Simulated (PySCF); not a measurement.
Al(H)(Cl)(OH) (AlClH₂O), SMILES [OH][AlH][Cl]. Atoms are numbered in the order given.

```xyz
5

Al    -0.5432     0.5378     0.0000
H     -2.0755     0.8150     0.0000
Cl     0.2019    -1.4300     0.0000
O      0.5277     1.8421     0.0000
H      1.4832     1.7675     0.0000
```

Coordinates come from a B3LYP-D3(BJ)/def2-TZVP optimisation. One conformer was computed; it need not be the lowest.

Calculation: B3LYP-D3(BJ)/def2-TZVP run with PySCF.

Frequencies are harmonic and unscaled.

| mode | ν (cm⁻¹) | IR (km/mol) | moving atoms (share of kinetic energy) |
|---|---|---|---|
| 1 | 200 | 25.1 | O 38 %, Al 26 %, Cl 22 %, H 15 % |
| 2 | 381 | 204.0 | H 76 %, O 15 %, Al 8 % |
| 3 | 491 | 42.9 | H 86 %, Al 13 % |
| 4 | 497 | 37.0 | Cl 44 %, Al 40 %, O 8 % |
| 5 | 608 | 35.0 | H 84 %, O 13 % |
| 6 | 688 | 352.5 | H 82 %, Al 10 % |
| 7 | 876 | 96.6 | O 50 %, Al 40 %, H 10 % |
| 8 | 2025 | 110.5 | H 96 % |
| 9 | 3901 | 85.9 | H 94 % |
